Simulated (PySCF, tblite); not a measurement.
Isomers of C4H12OSSi3. Computed values, GFN2-xTB/tblite, gas phase, harmonic and unscaled. The method is semi-empirical: single wavenumbers can be off by several per cent or more. Modes of hydrogen on silicon can be 10 to 20 % off. One conformer each.

Electronic energies: PBE0/pcSseg-1 single points on the GFN2-xTB geometries (PySCF, gas phase).

```
                                   SMILES  electronic energy, lowest = 0 (kJ/mol)
             C#C[SiH2]S[Si@@H](C)CO[SiH3]                                     0.0
      C[S@](=O)C1=C[SiH2]C1([SiH3])[SiH3]                                   309.7
[SiH3][SiH2]O[C@@]12C[C@@H]1[C@H]2S[SiH3]                                   194.3
```

Task: How do GFN2-xTB zero-point energies change the relative energies?

Result: 
```tsv
SMILES	ZPE (kJ/mol)	of it from modes above 1550 cm⁻¹	electronic (kJ/mol)	with ZPE, lowest = 0 (kJ/mol)	lowest mode (cm⁻¹)	rings
C#C[SiH2]S[Si@@H](C)CO[SiH3]	363.2	204.6	0.0	0.0	23	0
[SiH3][SiH2]O[C@@]12C[C@@H]1[C@H]2S[SiH3]	357.4	180.6	194.3	188.5	30	2
C[S@](=O)C1=C[SiH2]C1([SiH3])[SiH3]	351.2	190.5	309.7	297.6	65	1
```

The zero-point energies span 12.0 kJ/mol, from `C[S@](=O)C1=C[SiH2]C1([SiH3])[SiH3]` to `C#C[SiH2]S[Si@@H](C)CO[SiH3]`. The order is unchanged.

Task: And how do the electronic energies of GFN2-xTB itself compare?

Result: `C#C[SiH2]S[Si@@H](C)CO[SiH3]` 0.0; `[SiH3][SiH2]O[C@@]12C[C@@H]1[C@H]2S[SiH3]` 43.4; `C[S@](=O)C1=C[SiH2]C1([SiH3])[SiH3]` 273.2 kJ/mol, lowest = 0. Against the energies above, taken from the same isomer `C#C[SiH2]S[Si@@H](C)CO[SiH3]`, the largest difference is 150.9 kJ/mol.
